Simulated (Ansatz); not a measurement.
Molecule: sum formula TiOF2, charge 0, multiplicity 1. SMILES: [O]=[Ti]([F])[F]
Geometry: optimised at B3LYP-D3(BJ)/def2-TZVP (Ansatz, an electronic-structure program).

Quantity: vertical triplet-singlet gap (E(triplet) - E(singlet); each state is the SCF solution reached for its spin; for the singlet T1 is 0.029), in kcal/mol. Cores are frozen in the correlated levels unless marked. Open shells are spin-unrestricted. No spin-orbit coupling. Frozen are the shells of the preceding noble gas and the d and f shells that filled before the atom's block. Non-relativistic. CBS(X,Y): correlation extrapolated as X^-3; Hartree-Fock from the larger set.

```csv
level,program,vertical triplet-singlet gap (kcal/mol)
HF/def2-SVPD,Ansatz,23.8
HF/def2-TZVPPD,Ansatz,24.9
HF/def2-QZVPPD,Ansatz,24.6
SVWN5/def2-TZVPD,Ansatz,91.1
PBE/def2-TZVPD,Ansatz,85.8
r2SCAN/def2-TZVPD,Ansatz,80.2
B3LYP/def2-TZVPD,Ansatz,77.8
PBE0/def2-TZVPD,Ansatz,76.6
BHLYP/def2-TZVPD,Ansatz,61.1
CAM-B3LYP/def2-TZVPD,Ansatz,75.0
wB97M-V/def2-TZVPD,Ansatz,78.3
wB97X-V/def2-TZVPD,Ansatz,78.5
B2PLYP/def2-TZVPD,Ansatz,91.3
MP2/def2-SVPD,Ansatz,110.6
RI-MP2/def2-TZVPPD,Ansatz,109.9
RI-MP2/def2-QZVPPD,Ansatz,110.5
"RI-MP2/CBS(def2-TZVPPD,def2-QZVPPD)",Ansatz,111.2
SCS-MP2/def2-SVPD,Ansatz,102.4
CCSD/def2-SVPD,Ansatz,77.1
CCSD(T)/def2-SVPD,Ansatz,89.0
```
